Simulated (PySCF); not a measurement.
PySCF input file for C3H5ClSi, SMILES C=C=C[SiH2]Cl, PBE0-D3(BJ)/def2-SVP. Geometry: PBE0-D3(BJ)/def2-SVP. This is a generated structure with no PubChem entry under its InChIKey; it may be hypothetical. The values are those of a single conformer.

```python
import numpy as np
from pyscf import gto, scf, dft, df
from pyscf.hessian import thermo

mol = gto.M(
    atom='''
    C     3.13901173   -0.05619325   -0.63238947
    C     2.05102279    0.13116941    0.06760439
    C     0.93630439    0.32500912    0.72999366
    Si   -0.64839591    0.67315325   -0.17740622
    Cl   -2.01146980   -0.85327189    0.16748482
    H     3.78947235    0.78210402   -0.90073469
    H     3.43024449   -1.05876344   -0.96106988
    H     0.94739244    0.27880746    1.82741490
    H    -0.37293628    0.75017628   -1.63656507
    H    -1.27967731    1.92924088    0.31614856
    ''',
    basis='def2-SVP',
    charge=0,
    spin=0,
    max_memory=1600,
    verbose=3,
)
mf = dft.RKS(mol, xc='pbe0').density_fit(auxbasis='def2-universal-jkfit')
mf.disp = 'd3bj'
mf.grids.level = 3
mf.conv_tol = 1e-11
mf.max_cycle = 100
mf.kernel()

# analytic Hessian; the response equations are solved on a coarser grid
h, args, fine = mf.Hessian(), (mf.mo_energy, mf.mo_coeff, mf.mo_occ), mf.grids
h.max_memory = max(150, 2.5e-5 * df.make_auxmol(mol, mf.with_df.auxbasis).nao * mol.nelec[0] * (mol.nelec[0] + mol.nao))  # MB; small integral blocks
h1ao = h.make_h1(mf.mo_coeff, mf.mo_occ)
mf.grids = dft.Grids(mol).set(level=1).build(with_non0tab=True)
mo1, mo_e1 = h.solve_mo1(*args, h1ao)
mf.grids = fine
hess = h.hess_elec(*args, mo1, mo_e1, h1ao) + h.hess_nuc()
if mf.do_disp():
    hess += h.get_dispersion()
for i in range(mol.natm):  # the analytic DFT Hessian lacks the response of the grid: restore translational invariance
    hess[i, i] -= hess[i].sum(axis=0)
hess = (hess + hess.transpose(1, 0, 3, 2)) / 2
vib = thermo.harmonic_analysis(mol, hess, imaginary_freq=False)
thermo.dump_normal_mode(mol, vib)
th = thermo.thermo(mf, vib['freq_au'][vib['freq_au'] > 0], 298.15, 101325)
thermo.dump_thermo(mol, th)
g0 = mf.nuc_grad_method().set(verbose=0).kernel()

# dipole derivatives [dipole axis, atom, xyz] from the same response
r, irp = mol.intor('int1e_r'), mol.intor('int1e_irp').reshape(3, 3, mol.nao, mol.nao)
sl, dm0, ok = mol.aoslice_by_atom(), np.array(mf.make_rdm1()), []
dmu = np.einsum('a,xt->xat', mol.atom_charges(), np.eye(3))
for a, (_, _, p0, p1) in enumerate(sl):
    dmu[:, a] += 2 * np.einsum('xtij,ij->xt', irp[:, :, :, p0:p1], dm0.reshape(-1, mol.nao, mol.nao).sum(0)[:, p0:p1])
    for u, c, occ, f in [(mo1, mf.mo_coeff, mf.mo_occ, 4)]:
        dmu[:, a] -= f * np.einsum('tui,xuv,vi->xt', u[a], r, c[:, occ > 0], optimize=True)
L = vib['norm_mode']
ir = 974.8801 * (np.einsum('xat,kat->kx', dmu, L) ** 2).sum(1)       # km/mol
apt = np.einsum('xax->a', dmu) / 3

# polarisability derivatives from nuclear gradients in small electric fields
h0, F = mf.get_hcore(), 0.005
def in_field(f, guess):
    m = mf.copy()
    m.verbose, m.conv_tol, m.conv_tol_grad = 0, 1e-11, 2e-7
    m.get_hcore = lambda *a: h0 + np.einsum('x,xij->ij', f, r)
    m.kernel(guess)
    ok.append(m.converged)
    dm = np.array(m.make_rdm1())
    g = m.nuc_grad_method().kernel() - np.outer(mol.atom_charges(), f)
    for a, (_, _, p0, p1) in enumerate(sl):
        g[a] -= 2 * np.einsum('x,xtij,ij->t', f, irp[:, :, :, p0:p1], dm[:, p0:p1])
    return g, -np.einsum('xij,ij->x', r, dm), dm
E = np.eye(3) * F
g0, _, dm0 = in_field(np.zeros(3), dm0)
gp = [in_field(e, dm0) for e in E]
gm = [in_field(-e, 2 * dm0 - p[2]) for e, p in zip(E, gp)]
alpha = np.array([(p[1] - q[1]) / (2 * F) for p, q in zip(gp, gm)])  # bohr^3
check = abs(np.array([-(p[0] - q[0]) / (2 * F) for p, q in zip(gp, gm)]) - dmu).max()
print('static polarisability / bohr^3:', alpha.round(3))
print('largest difference of analytic and finite-field dipole derivatives / e:', check)
da = np.zeros((3, 3, mol.natm, 3))
for x in range(3):
    da[x, x] = -(gp[x][0] + gm[x][0] - 2 * g0) / F**2
for x, y in ((0, 1), (0, 2), (1, 2)):
    up, down = in_field(E[x] + E[y], gp[x][2] + gp[y][2] - dm0), in_field(-E[x] - E[y], gm[x][2] + gm[y][2] - dm0)
    both = -(up[0] + down[0] - 2 * g0) / F**2
    da[x, y] = da[y, x] = (both - da[x, x] - da[y, y]) / 2
aq = np.einsum('xyat,kat->kxy', da, L) * 0.529177210903**2           # A^2/amu^1/2
a = np.einsum('kxx->k', aq) / 3
g2 = 1.5 * (aq**2).sum((1, 2)) - 4.5 * a**2
raman, depol = 45 * a**2 + 7 * g2, 3 * g2 / (45 * a**2 + 4 * g2 + 1e-12)
print('mode   freq/cm-1   IR/(km/mol)   Raman/(A^4/amu)   depolarisation')
for k, w in enumerate(vib['freq_wavenumber']):
    print(f'{k + 1:4d} {w:11.2f} {ir[k]:13.3f} {raman[k]:17.3f} {depol[k]:16.3f}')
print('max |gradient| / (hartree/bohr):', abs(g0).max())
print('APT charges:', apt.round(4))
```

It prints:

```
converged SCF energy = -866.276594350194

WARN: DFTD3 does not support analytical Hessian, using finite difference


WARN: Mole.unit (angstrom) is changed to Bohr

Mode                                 0                   1                   2
Irrep
Freq [cm^-1]                       43.6743            135.6620            180.2351
Reduced mass [au]                   4.3950              3.3583              3.3527
Force const [Dyne/A]                0.0049              0.0364              0.0642
Char temp [K]                      62.8376            195.1875            259.3182
Normal mode                   x     y     z       x     y     z       x     y     z
       0   C                -0.07 -0.12 -0.02   -0.12  0.03 -0.09   -0.08  0.02  0.00
       1   C                -0.04 -0.00  0.00   -0.02  0.02  0.06   -0.07 -0.05  0.03
       2   C                -0.01  0.11  0.02    0.01  0.03  0.12   -0.08 -0.09  0.02
       3  Si                -0.03  0.06  0.04    0.07 -0.05 -0.00    0.00  0.04 -0.06
       4  Cl                 0.07 -0.04 -0.03   -0.01  0.02 -0.02    0.08  0.01  0.03
       5   H                -0.04 -0.18 -0.12   -0.19  0.04 -0.22   -0.01  0.03  0.19
       6   H                -0.13 -0.17  0.07   -0.12  0.02 -0.07   -0.15  0.07 -0.21
       7   H                 0.03  0.21  0.03    0.03  0.11  0.12   -0.17 -0.31  0.01
       8   H                -0.03  0.13  0.04    0.21 -0.19  0.02    0.05  0.01 -0.05
       9   H                -0.10  0.00  0.09    0.04  0.00 -0.18   -0.01  0.06 -0.12
Mode                                 3                   4                   5
Irrep
Freq [cm^-1]                      353.9308            455.9994            460.7335
Reduced mass [au]                   1.7052              3.2064              2.0563
Force const [Dyne/A]                0.1259              0.3928              0.2572
Char temp [K]                     509.2276            656.0817            662.8929
Normal mode                   x     y     z       x     y     z       x     y     z
       0   C                -0.00  0.05  0.01   -0.01  0.00 -0.06   -0.03 -0.00  0.02
       1   C                -0.05 -0.18 -0.01    0.13 -0.01  0.17   -0.03  0.10 -0.02
       2   C                -0.01  0.01 -0.01    0.02 -0.02 -0.02   -0.06 -0.13 -0.02
       3  Si                -0.00  0.01 -0.00   -0.03  0.02 -0.05    0.00 -0.03  0.00
       4  Cl                 0.02  0.01  0.00   -0.01 -0.01  0.01    0.04  0.03 -0.00
       5   H                -0.34  0.29 -0.09   -0.08  0.00 -0.23   -0.10 -0.07 -0.35
       6   H                 0.41  0.13  0.12   -0.05 -0.01 -0.07    0.03 -0.12  0.44
       7   H                 0.05  0.36  0.01   -0.19  0.08 -0.01   -0.01  0.14 -0.01
       8   H                -0.04  0.04 -0.01   -0.21  0.22 -0.07   -0.08  0.13 -0.01
       9   H                 0.05  0.01  0.05    0.05 -0.04  0.22    0.15 -0.03  0.19
Mode                                 6                   7                   8
Irrep
Freq [cm^-1]                      558.8473            591.0939            705.7186
Reduced mass [au]                   6.1834              1.7671              1.2192
Force const [Dyne/A]                1.1378              0.3638              0.3578
Char temp [K]                     804.0569            850.4526           1015.3719
Normal mode                   x     y     z       x     y     z       x     y     z
       0   C                -0.00 -0.00 -0.01   -0.04  0.00  0.03   -0.03  0.01  0.01
       1   C                 0.02 -0.02  0.03   -0.06 -0.00 -0.03   -0.01  0.00  0.02
       2   C                 0.00  0.06 -0.02   -0.02  0.08 -0.02   -0.04  0.03 -0.07
       3  Si                -0.07 -0.11  0.02    0.09 -0.03 -0.03    0.04  0.00  0.04
       4  Cl                 0.06  0.08 -0.02   -0.02 -0.01  0.02   -0.00 -0.01 -0.01
       5   H                 0.05  0.00  0.13    0.02  0.01  0.20    0.02 -0.00  0.09
       6   H                -0.06  0.04 -0.18   -0.07  0.03 -0.08   -0.08  0.01 -0.06
       7   H                -0.07 -0.04 -0.03   -0.11 -0.01 -0.02   -0.16  0.06 -0.07
       8   H                -0.16 -0.05  0.01   -0.11  0.44 -0.04   -0.46 -0.41 -0.07
       9   H                -0.10 -0.14  0.09    0.06 -0.24  0.46    0.54  0.28  0.01
Mode                                 9                  10                  11
Irrep
Freq [cm^-1]                      788.9669            842.5108            869.2989
Reduced mass [au]                   2.3634              1.3216              1.0863
Force const [Dyne/A]                0.8668              0.5527              0.4837
Char temp [K]                    1135.1478           1212.1855           1250.7276
Normal mode                   x     y     z       x     y     z       x     y     z
       0   C                -0.02  0.00 -0.00    0.07 -0.02  0.12   -0.01 -0.01  0.00
       1   C                 0.03 -0.01  0.05   -0.02  0.00 -0.03   -0.01 -0.01 -0.01
       2   C                -0.09  0.02 -0.17   -0.00  0.00 -0.00    0.01  0.03  0.01
       3  Si                 0.04 -0.00  0.06    0.00 -0.00  0.00    0.04  0.01  0.01
       4  Cl                -0.00 -0.00  0.00   -0.00 -0.00  0.00   -0.00  0.00 -0.00
       5   H                -0.06  0.02 -0.06   -0.32  0.08 -0.51   -0.16  0.05 -0.20
       6   H                -0.01 -0.00  0.02   -0.31  0.08 -0.51    0.16 -0.03  0.24
       7   H                -0.27  0.03 -0.17    0.02 -0.01 -0.00   -0.14 -0.45 -0.01
       8   H                 0.42 -0.04  0.12   -0.02  0.01 -0.00   -0.52 -0.10 -0.10
       9   H                -0.24 -0.08 -0.12   -0.00 -0.00 -0.01   -0.44 -0.16 -0.18
Mode                                12                  13                  14
Irrep
Freq [cm^-1]                      880.1930            943.1324            976.6418
Reduced mass [au]                   1.1641              1.0604              1.6144
Force const [Dyne/A]                0.5314              0.5557              0.9072
Char temp [K]                    1266.4018           1356.9576           1405.1701
Normal mode                   x     y     z       x     y     z       x     y     z
       0   C                -0.00 -0.01 -0.00    0.00  0.00  0.00    0.03  0.13  0.00
       1   C                -0.00 -0.01  0.00   -0.00 -0.01 -0.00   -0.02 -0.12 -0.00
       2   C                 0.01  0.09 -0.00    0.00  0.00  0.01    0.01  0.03  0.00
       3  Si                -0.03 -0.02 -0.01   -0.01  0.03 -0.02   -0.00 -0.00  0.00
       4  Cl                 0.00 -0.00  0.00    0.00  0.00 -0.00    0.00  0.00  0.00
       5   H                -0.16  0.05 -0.20   -0.01 -0.01 -0.06    0.38 -0.25 -0.29
       6   H                 0.17 -0.02  0.19    0.00 -0.01  0.04   -0.45 -0.11  0.27
       7   H                -0.09 -0.60 -0.03    0.01 -0.09  0.01   -0.00 -0.02 -0.00
       8   H                 0.31  0.14  0.07    0.20 -0.65 -0.01   -0.01  0.03  0.00
       9   H                 0.43  0.19  0.07   -0.09 -0.28  0.62    0.00  0.01 -0.03
Mode                                15                  16                  17
Irrep
Freq [cm^-1]                     1074.1457           1252.5077           1430.3573
Reduced mass [au]                   1.4021              1.8207              1.5849
Force const [Dyne/A]                0.9531              1.6829              1.9105
Char temp [K]                    1545.4565           1802.0798           2057.9657
Normal mode                   x     y     z       x     y     z       x     y     z
       0   C                -0.09  0.02  0.05   -0.06  0.01  0.05   -0.12  0.02  0.08
       1   C                 0.02 -0.01  0.05    0.02 -0.00 -0.05   -0.02  0.00  0.00
       2   C                 0.04 -0.00 -0.09    0.17 -0.03 -0.02    0.10 -0.02 -0.04
       3  Si                 0.00  0.00 -0.01   -0.02  0.00 -0.00   -0.01  0.00 -0.00
       4  Cl                -0.00 -0.00  0.00    0.00  0.00 -0.00   -0.00 -0.00 -0.00
       5   H                -0.17  0.08  0.10   -0.26  0.20  0.20    0.29 -0.40 -0.23
       6   H                -0.18 -0.02  0.10   -0.32 -0.10  0.19    0.42  0.27 -0.21
       7   H                 0.75 -0.15 -0.11   -0.44  0.09 -0.02   -0.09  0.02 -0.04
       8   H                -0.05  0.01 -0.01    0.07 -0.01  0.01    0.02 -0.00  0.00
       9   H                -0.02 -0.02 -0.00   -0.02  0.01 -0.02   -0.01  0.00 -0.01
Mode                                18                  19                  20
Irrep
Freq [cm^-1]                     2071.8306           2250.4960           2270.4591
Reduced mass [au]                   9.7409              1.0357              1.0470
Force const [Dyne/A]               24.6353              3.0906              3.1800
Char temp [K]                    2980.9029           3237.9626           3266.6852
Normal mode                   x     y     z       x     y     z       x     y     z
       0   C                -0.09  0.02  0.06    0.00 -0.00 -0.00   -0.00  0.00  0.00
       1   C                 0.20 -0.03 -0.12   -0.00  0.00  0.00    0.00 -0.00 -0.00
       2   C                -0.10  0.02  0.05    0.00 -0.00 -0.00    0.00 -0.00 -0.00
       3  Si                 0.00 -0.00  0.00    0.01 -0.03 -0.00    0.01 -0.01 -0.04
       4  Cl                 0.00  0.00  0.00   -0.00 -0.00  0.00    0.00  0.00 -0.00
       5   H                -0.04 -0.07  0.02    0.00  0.00 -0.00   -0.00 -0.00 -0.00
       6   H                -0.01  0.08  0.02    0.00 -0.00 -0.00   -0.00  0.00  0.00
       7   H                -0.01 -0.00  0.08    0.00 -0.00 -0.00   -0.00  0.00 -0.00
       8   H                 0.00  0.00 -0.01    0.05  0.00 -0.23   -0.17 -0.04  0.93
       9   H                 0.01  0.01  0.01   -0.41  0.80  0.32   -0.10  0.19  0.06
Mode                                21                  22                  23
Irrep
Freq [cm^-1]                     3158.2387           3161.1869           3254.2399
Reduced mass [au]                   1.0667              1.0856              1.1171
Force const [Dyne/A]                6.2686              6.3918              6.9702
Char temp [K]                    4544.0023           4548.2442           4682.1266
Normal mode                   x     y     z       x     y     z       x     y     z
       0   C                -0.05  0.01  0.03   -0.02  0.00  0.01    0.02  0.09  0.00
       1   C                 0.01 -0.00 -0.01   -0.00  0.00  0.00    0.00  0.00  0.00
       2   C                -0.00 -0.00  0.03    0.00  0.00 -0.08    0.00  0.00 -0.00
       3  Si                -0.00  0.00 -0.00    0.00 -0.00 -0.00   -0.00  0.00 -0.00
       4  Cl                 0.00  0.00 -0.00   -0.00 -0.00 -0.00    0.00  0.00  0.00
       5   H                 0.37  0.49 -0.15    0.16  0.21 -0.06   -0.40 -0.51  0.17
       6   H                 0.16 -0.58 -0.19    0.07 -0.25 -0.08    0.18 -0.61 -0.20
       7   H                -0.00  0.02 -0.37    0.01 -0.04  0.88    0.00  0.00  0.00
       8   H                -0.00 -0.00 -0.00    0.00 -0.00  0.00   -0.00 -0.00  0.00
       9   H                 0.00 -0.00 -0.00   -0.00  0.00 -0.00   -0.00  0.00 -0.00
temperature 298.1500 [K]
pressure 101325.00 [Pa]
Rotational constants [GHz] 8.82959 1.29087 1.22934
Symmetry number 1
Zero-point energy (ZPE) 0.06541 [Eh]   171724.539 [J/mol]
                           tot       elec      trans        rot        vib
Entropy [J/mol/K]       345.934      0.000    166.742    115.187     64.005
Cv [J/mol/K]             95.089      0.000     12.472     12.472     70.146
Cp [J/mol/K]            103.404      0.000     20.786     12.472     70.146
Internal energy [J/mol]                      3718.434   3718.434 181809.557
Internal energy [Eh]   -866.20451  -866.27659
Enthalpy [J/mol]                             6197.391   3718.434 181809.557
Enthalpy [Eh]          -866.20357
Gibbs free energy [J/mol]                  -43516.714 -30624.717 162726.457
Gibbs free energy [Eh] -866.24285
static polarisability / bohr^3: [[ 94.78   -1.797 -17.065]
 [ -1.797  50.746   1.344]
 [-17.07    1.343  53.214]]
largest difference of analytic and finite-field dipole derivatives / e: 0.0016500139742041675
mode   freq/cm-1   IR/(km/mol)   Raman/(A^4/amu)   depolarisation
   1       43.67         0.188             7.072            0.745
   2      135.66         0.220             5.488            0.648
   3      180.24         3.210             2.786            0.600
   4      353.93         7.398             0.684            0.573
   5      456.00        19.187             5.136            0.414
   6      460.73         2.285             3.480            0.252
   7      558.85        79.533             8.942            0.316
   8      591.09        50.969             1.982            0.566
   9      705.72         7.265            18.200            0.633
  10      788.97        25.156             7.015            0.394
  11      842.51        54.788             0.925            0.748
  12      869.30       160.215            11.962            0.749
  13      880.19       188.610             6.712            0.747
  14      943.13        96.764            12.632            0.748
  15      976.64         1.302             0.683            0.739
  16     1074.15         0.819            55.166            0.330
  17     1252.51        39.838             8.335            0.341
  18     1430.36         2.890            13.864            0.704
  19     2071.83       223.156             1.365            0.525
  20     2250.50       108.411           216.006            0.145
  21     2270.46        79.241            75.244            0.388
  22     3158.24         2.891           168.712            0.291
  23     3161.19         1.373           208.061            0.123
  24     3254.24         1.478           133.062            0.749
max |gradient| / (hartree/bohr): 4.6787517377592006e-05
APT charges: [-0.2894  0.3233 -0.6368  1.485  -0.5703  0.0818  0.0834  0.0742 -0.257
 -0.2943]
```

The run converged.
